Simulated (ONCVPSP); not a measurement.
**revPBE ONCV dataset for Ru (Z = 44), scalar-relativistic all-electron reference.**

Ru, optimised norm-conserving Vanderbilt (ONCV), made with ONCVPSP 4.0.1 (revPBE, scalar-relativistic). Core [Ar] 3d10, reference 4s2 4p6 4d7.5 5s0.5. Waves: 4s+5s: rc 1.70 bohr, ncon 4, nbas 8, qcut 8.2 1/bohr, 2 projectors; 4p: rc 1.85 bohr, ncon 3, nbas 8, qcut 9.1 1/bohr, 2 projectors, debl 2.7 Ha; 4d: rc 1.90 bohr, ncon 4, nbas 8, qcut 8.4 1/bohr, 2 projectors, debl 2.4 Ha. Local part: polynomial inside 1.35 bohr (lpopt 5, dvloc0 0 Ha). Core correction: Teter function fitted to the true core (icmod 2), fcfact 0.4.

Results:

```json
{"Cutoffs needed": "22 Ha and 27 Ha (the cutoffs (Ha) at which the residual kinetic energy of the hardest occupied pseudo-wave falls to 1 and 0.1 mHa per electron)", "Ghost test": "no bound ghost flagged; no localised positive-energy state flagged", "Configuration tests": "1 of 4 tests not solved or not reliable", "rms error of d²Exc/dni dnj": "2.15 mHa without and 1.12 mHa with the model core"}
```

Generation and tests took about 4.3 s on one core of a shared server CPU.
